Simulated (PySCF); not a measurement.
## Relaxation of singlet LaSF

All numbers come from PySCF, PBE0, basis La def2-TZVP with ECP46, S def2-TZVP, F def2-TZVP (scalar-relativistic core potentials, no spin–orbit coupling, density fitting). A (50,194) grid was used.

A hand-made linear start, of C∞v symmetry, held to at least that symmetry:

Coordinates in bohr (charge 0 multiplicity 1):
```
La    0.0000    0.0000    0.2800
S     0.0000    0.0000   -4.1230
F     0.0000    0.0000    4.8910
```

Optimiser trace:
```csv
step,E − E(last) (kJ/mol),largest gradient (Eh/bohr)
0,33.36,0.08358
1,7.35,0.03160
2,0.20,0.00427
3,0.01,0.00131
4,0.00,0.00032
5,0.00,0.00006
```

It ends at C∞v with La–F 2.250 Å, La–S 2.483 Å; F–La–S 180.0°. A frequency run shows 2 imaginary modes (one degenerate set), down to 131i cm⁻¹, so it is a higher-order saddle point.

The relaxation took about 30 core-seconds on a shared host.
